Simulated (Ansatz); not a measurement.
Geometry optimisation, Ansatz 0.2.0, RHF/def2-SVP.

Input:

```yaml
crystal:
  periodic: [false, false, false]
  atoms:
    - { symbol: Sn, position_ang: [0.302344, -0.449866, -0.371138] }
    - { symbol: H, position_ang: [-0.090439, 0.132694, 2.495194] }
    - { symbol: Cl, position_ang: [2.118187, 0.116472, -1.698949] }
    - { symbol: H, position_ang: [-0.484416, 0.915247, 0.205849] }
    - { symbol: Cl, position_ang: [-1.122646, -1.800229, -1.607021] }
    - { symbol: F, position_ang: [1.03513, -1.619481, 0.917466] }
    - { symbol: H, position_ang: [0.28854, -0.466637, 2.541698] }
basis:
  gaussian: { orbitals: def2-SVP }
hamiltonian:
  xc: hf
relax:
  f_tol: 0.03
  max_steps: 50
```

Command:

```bash
$ ansatz run input.yaml --threads 1 --pin off --max-ram 2048MiB --backend cpu --events-out ev --progress --plain --runs-dir out
```

Q: Where does it end, and by what steps?

A: It converged. The force dipped under the threshold on the way, but the program's further checks kept it going. After 15 steps the energy has fallen by 0.214 eV; H2 moved furthest, 1.10 Å.

```tsv
step	energy less start (eV)	largest force component (eV/Å)	accepted
0	0.0000	1.324	yes
1	-0.1262	0.181	yes
2	-0.1778	0.082	yes
3	-0.2004	0.139	yes
4	-0.2078	0.028	yes
5	-0.2098	0.076	yes
6	-0.2105	0.066	yes
7	-0.2112	0.063	yes
8	-0.2080	0.344	no
9	-0.2126	0.015	yes
10	-0.2125	0.159	no
11	-0.2132	0.021	yes
12	-0.2133	0.039	yes
13	-0.2136	0.074	yes
14	-0.2137	0.067	yes
15	-0.2142	0.005	yes
```

```xyz
7
Properties=species:S:1:pos:R:3
Sn 0.308 -0.446 -0.766
H -0.075 0.070 3.596
Cl 2.207 -0.022 -2.024
H -0.492 0.949 -0.274
Cl -1.050 -1.925 -1.923
F 0.913 -1.400 0.771
H 0.235 -0.397 3.102
```

Whether the end is a true minimum wasn't checked by a vibrational analysis.

Run time: 42 s on 1 thread of Arm Neoverse V1, with other jobs on the host, peak memory 0.19 GiB.
